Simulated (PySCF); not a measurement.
Isomers of C9H17N, from PySCF 2.14.0, PBE0-D3(BJ)/def2-SVP geometry optimisation, gas phase. One conformer each, no zero-point energy, no frequencies.

Question: Which isomer lies lowest at this level?
A. `[CH3:1][NH:2][C@:3]12[CH2:4][CH2:5][CH2:6][C@H:7]1[CH2:8][CH2:9][CH2:10]2` with C1–N2–C3–C4 -75°, N2–C3–C4–C5 -87°, C3–C4–C5–C6 -44°, C4–C5–C6–C7 41°, C5–C6–C7–C8 -139°: A = 1719, B = 1365, C = 984.3 MHz, dipole 0.86 D
B. `[CH2:1]=[CH:2][CH2:3][CH2:4][N:5]([CH3:6])[CH:7]1[CH2:8][CH2:9][CH2:10]1` with C1–C2–C3–C4 -117°, C2–C3–C4–N5 -171°, C3–C4–N5–C6 -68°, C4–N5–C7–C8 -64°, N5–C7–C8–C9 -140°, C7–C8–C9–C10 19°, C8–C9–C10–C7 -19°, N5–C7–C10–C9 140°: A = 3135, B = 572.9, C = 506.7 MHz, dipole 0.45 D
C. `[NH2:1][CH2:2][CH:3]1[CH2:4][C:5]2([CH2:6][CH2:7][CH2:8][CH2:9]2)[CH2:10]1` with H–N1–C2–C3 58° and -58°, N1–C2–C3–C4 -68°, C2–C3–C4–C5 -121°, C3–C4–C5–C6 123°, C4–C5–C6–C7 86°, C5–C6–C7–C8 19°: A = 2969, B = 716.5, C = 697.0 MHz, dipole 1.39 D
D. `[CH3:1]/[N:2]=[CH:3]/[CH:4]1[CH2:5][CH2:6][CH2:7][CH2:8][CH2:9][CH2:10]1` with N2–C3–C4–C5 109°, C3–C4–C5–C6 165°, C4–C5–C6–C7 -87°, C5–C6–C7–C8 70°, C6–C7–C8–C9 -53°: A = 2758, B = 681.6, C = 601.8 MHz, dipole 1.35 D
E. `[CH2:1]=[CH:2][CH2:3][CH2:4][C:5]([CH3:6])([CH3:7])/[CH:8]=[N:9]/[CH3:10]` with C1–C2–C3–C4 -118°, C2–C3–C4–C5 -174°, C3–C4–C5–C6 63°, C4–C5–C8–N9 -106°: A = 1651, B = 722.7, C = 580.9 MHz, dipole 1.13 D

Answer: A. That is `CN[C@]12[C@H](CCC1)CCC2`, 15.2 kcal/mol below the next.

| SMILES | mapped SMILES | E (Eh) | relative (kcal/mol) | relative (kJ/mol) | dipole (D) |
| --- | --- | --- | --- | --- | --- |
| CN[C@]12CCC[C@H]1CCC2 | [CH3:1][NH:2][C@:3]12[CH2:4][CH2:5][CH2:6][C@H:7]1[CH2:8][CH2:9][CH2:10]2 | -407.19549 | 0.0 | 0.0 | 0.86 |
| C/N=C/C1CCCCCC1 | [CH3:1]/[N:2]=[CH:3]/[CH:4]1[CH2:5][CH2:6][CH2:7][CH2:8][CH2:9][CH2:10]1 | -407.17126 | 15.2 | 63.6 | 1.35 |
| NCC1CC2(CCCC2)C1 | [NH2:1][CH2:2][CH:3]1[CH2:4][C:5]2([CH2:6][CH2:7][CH2:8][CH2:9]2)[CH2:10]1 | -407.16893 | 16.7 | 69.8 | 1.39 |
| C=CCCC(C)(C)/C=N/C | [CH2:1]=[CH:2][CH2:3][CH2:4][C:5]([CH3:6])([CH3:7])/[CH:8]=[N:9]/[CH3:10] | -407.13689 | 36.8 | 153.9 | 1.13 |
| C=CCCN(C)C1CCC1 | [CH2:1]=[CH:2][CH2:3][CH2:4][N:5]([CH3:6])[CH:7]1[CH2:8][CH2:9][CH2:10]1 | -407.11952 | 47.7 | 199.5 | 0.45 |

As drawn, the lowest has an N–H bond, which the highest lacks; the highest has a four-membered ring and a C=C bond outside aromatic rings, which the lowest lacks.
